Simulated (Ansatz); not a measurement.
One change: `N[Si](F)(F)Br` becomes `N[SiH](O)[Si](N)(F)F`.

Ansatz, PBE0-D4/def2-TZVP geometries, multiplicity 1. Each molecule was computed in one conformer, which needn't be the lowest.

Scalar relativity is left out up to krypton. Spin–orbit coupling is left out; it splits and shifts lone-pair levels of the heavy atoms by tenths of an eV.

| property | `N[Si](F)(F)Br` |
| --- | --- |
| LUMO energy (ωB97M-V/def2-TZVPP) / eV | 1.90 |
| HOMO energy (B3LYP/def2-TZVPP) / eV | -8.20 |
| size of the dipole moment (ωB97M-V/def2-TZVPP) / D | 2.69 |
| size of the dipole moment (B3LYP/def2-TZVPP) / D | 2.69 |
| HOMO energy (ωB97M-V/def2-TZVPP) / eV | -10.81 |
| LUMO energy (PBE0/def2-TZVPP) / eV | 0.34 |

(1) What does the change do to each property? (Best estimate.)

Results:

(1) The calculation gave: 
```json
{"property": "LUMO energy (ωB97M-V/def2-TZVPP) / eV", "`N[SiH](O)[Si](N)(F)F`": "1.57", "shift": "-0.33"}
{"property": "HOMO energy (B3LYP/def2-TZVPP) / eV", "`N[SiH](O)[Si](N)(F)F`": "-7.61", "shift": "0.59"}
{"property": "size of the dipole moment (ωB97M-V/def2-TZVPP) / D", "`N[SiH](O)[Si](N)(F)F`": "2.25", "shift": "-0.44"}
{"property": "size of the dipole moment (B3LYP/def2-TZVPP) / D", "`N[SiH](O)[Si](N)(F)F`": "2.24", "shift": "-0.45"}
{"property": "HOMO energy (ωB97M-V/def2-TZVPP) / eV", "`N[SiH](O)[Si](N)(F)F`": "-10.14", "shift": "0.67"}
{"property": "LUMO energy (PBE0/def2-TZVPP) / eV", "`N[SiH](O)[Si](N)(F)F`": "-0.10", "shift": "-0.44"}
```

With PBE0 the HOMO rises by 0.61 eV and the LUMO falls by 0.44 eV, so the gap narrows by about 1.05 eV. PBE moves the HOMO by 0.57 eV and ωB97M-V by 0.67 eV. Dipoles are sizes alone; their direction can turn.

Positive LUMOs are unbound, so they and the gaps depend on the basis.

B3LYP here is the variant with VWN-RPA as its local correlation; programs differ in this.
